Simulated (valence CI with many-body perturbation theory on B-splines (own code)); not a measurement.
**Sr¹⁵⁺: calculated level list**

Method: configuration interaction combined with many-body perturbation theory (CI+MBPT): five valence electrons over a frozen Dirac-Fock core [Ar], radial functions for each j: 7 s, 7 p, 8 d, 6 f, 4 g, 1 h, with the one-electron correlation potential Σ1, the two-electron term Σ2, the three-electron term Σ3, Breit, model QED; selected CI, second order for the rest, scaled by the run's own slope (own B-spline code, finite nucleus).

No measured levels were compared; by estimate terms of the open shell hold to 2 to 4 % of their energy, and close levels can change places. Among the levels kept, up to 460 cm⁻¹ of a level comes from second order outside the variational space, and about a tenth of that is noise between levels of different J, which matters for small intervals. Only levels of the ground parity were solved; by the run's estimate the other parity begins above the list, which can be wrong where configurations are misplaced.

Levels 1 to 31 of 31, with energies above the lowest level, 3d⁵ ⁶S_5/2. "Leading %" is the weight of the configuration and term that name the level; weights of strongly mixed levels are sums over their largest components and can fall short, so below about 35 % the name and the second component can differ from the true leading terms, or belong to a minority configuration. Lifetimes count E1, E2, E3, M1 and M2 decay at the calculated energies, and are blank where another channel may lead or the interval is too uncertain; long ones can be off by a factor of two.

```tsv
No.	Configuration	Term	J	E (cm⁻¹)	Leading %	Lifetime	g
1	3d⁵	⁶S	5/2	0.0	97		1.988
2	3d⁵	⁴G	5/2	78965	68	9.59 ms	0.788
3	3d⁵	⁴G	11/2	82157	96		1.263
4	3d⁵	⁴G	7/2	82341	92	648 ms	1.002
5	3d⁵	⁴G	9/2	83660	97	4.70 s	1.170
6	3d⁵	⁴P	5/2	85604	45	2.22 ms	1.294
7	3d⁵	⁴P	3/2	88205	62	2.54 ms	1.516
8	3d⁵	⁴P	1/2	92197	78	314 ms	2.121
9	3d⁵	⁴D	7/2	99952	91	18.3 ms	1.398
10	3d⁵	⁴D	1/2	105710	80	11.5 ms	0.531
11	3d⁵	⁴D	5/2	106470	62	3.65 ms	1.397
12	3d⁵	⁴D	3/2	108190	62	3.85 ms	1.362
13	3d⁵	²I	11/2	117690	86	16.8 ms	0.947
14	3d⁵	²I	13/2	121640	100	265 ms	1.075
15	3d⁵	²D	5/2	125540	39	1.27 ms	1.085
16	3d⁵	²D	3/2	128960	64	3.34 ms	0.686
17	3d⁵	²F	7/2	131160	50	9.27 ms	1.141
18	3d⁵	⁴F	9/2	133270	55	8.51 ms	1.217
19	3d⁵	⁴F	5/2	139120	76	6.42 ms	1.010
20	3d⁵	²F	7/2	144040	46	1.88 ms	1.192
21	3d⁵	²H	9/2	144910	59	2.84 ms	1.059
22	3d⁵	⁴F	3/2	146530	64	3.55 ms	0.558
23	3d⁵	²G	7/2	151930	83	10.9 ms	0.931
24	3d⁵	²H	11/2	154870	84		1.072
25	3d⁵	²F	5/2	156040	64	1.88 ms	0.984
26	3d⁵	²G	9/2	160950	55	4.83 ms	1.073
27	3d⁵	²F	5/2	163130	64	2.12 ms	0.951
28	3d⁵	²F	7/2	164010	79	5.37 ms	1.144
29	3d⁵	²S	1/2	175080	96	1.95 ms	1.989
30	3d⁵	²D	3/2	195550	98	1.42 ms	0.803
31	3d⁵	²D	5/2	199460	90	1.13 ms	1.176
```

Names give the largest LS component (configuration and term), which can be under half, so a name can repeat, a term be missing and a line seem to break the LS rules; names also repeat where a configuration has a term twice.

The ionisation energy to 3d⁴ ⁵D0 of the next ion comes out as 561.35 eV (NIST: 562 ± 3 eV (theoretical)). All 31 levels together are meant to be complete up to 207070 cm⁻¹.
